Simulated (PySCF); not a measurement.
Compound: BH2(OEt), C2H7BO.
Bonds: B1–O4, O4–C5, C5–C6. Hydrogens: H2, H3 on B1; H7, H8 on C5; H9, H10, H11 on C6.

Computed by this run: PBE0-D3(BJ)/def2-SVP geometry optimisation, gas phase in PySCF; density fitting, grid level 1; the optimiser is geomeTRIC in internal coordinates, started from a GFN2-xTB structure with every atom displaced at random (about 0.03 Å).

Geometry at step 0:
```
atom  x, y, z in Å
B1      0.9581    1.3485   -0.9389
H2      1.9632    1.0244   -0.6804
H3      0.6564    2.2016   -1.8299
O4     -0.0867    1.0219   -0.3270
C5     -0.2022    0.0366    0.6859
C6     -0.7108   -1.2694    0.1879
H7      0.8422   -0.0673    1.1383
H8     -0.8173    0.4483    1.4847
H9     -0.7378   -1.9923    1.0619
H10    -1.7043   -1.1780   -0.1928
H11    -0.0627   -1.6598   -0.5586
```

**Question.** Give the atomic forces at this geometry.

**Answer.** 
```
atom  Fx (eV/Å)  Fy (eV/Å)  Fz (eV/Å)
  B1     -0.416      3.887     -4.029
  H2      3.684     -1.367      0.840
  H3      0.855     -0.678      0.460
  O4     -4.683     -1.984      2.513
  C5      2.243      0.668      0.740
  C6      0.028     -0.530      2.043
  H7     -0.977     -0.189     -0.336
  H8     -0.424      0.170      0.157
  H9      0.015      0.583     -0.866
 H10     -1.076      0.053     -0.524
 H11      0.751     -0.613     -0.999
```

The largest, 5.67 eV/Å, acts on O4 (B1 within 3 % of it); the rms over all components is 1.719 eV/Å. The forces sum to zero within rounding, as they must for an isolated molecule in no field.

**Question.** Give the force on O4 in Eh/bohr and in nN.

**Answer.** 5.673 eV/Å ÷ 51.422 = 0.11031 Eh/bohr, and 5.673 eV/Å × 1.602 = 9.09 nN.

**Question.** How far is this geometry from the end of the optimisation?

**Answer.** 0.676 eV above it, and 0.096 Å rms away after alignment. The bonds farthest from their final lengths, with half the difference of the two atoms' forces along the bond (positive lengthens):

```
  bond  now (Å)  final (Å)  force along bond (eV/Å)
 B1–H2    1.087      1.216                    +3.26
 B1–O4    1.254      1.338                    +4.14
 B1–H3    1.270      1.209                    -3.26
 C5–H7    1.143      1.104                    -1.65
C6–H11    1.063      1.101                    +1.30
 C6–H9    1.135      1.100                    -1.47
```

The angle farthest from its final value is H3–B1–O4, 108.6° against 116.9°.

Of the 6 listed bonds off by 0.010 Å or more, this force points towards the final length in 6.

What follows is the cost of the whole optimisation. The run took 21 s wall on one thread of an Arm Neoverse V2, on a shared host, and the process peaked at 0.35 GiB of memory.
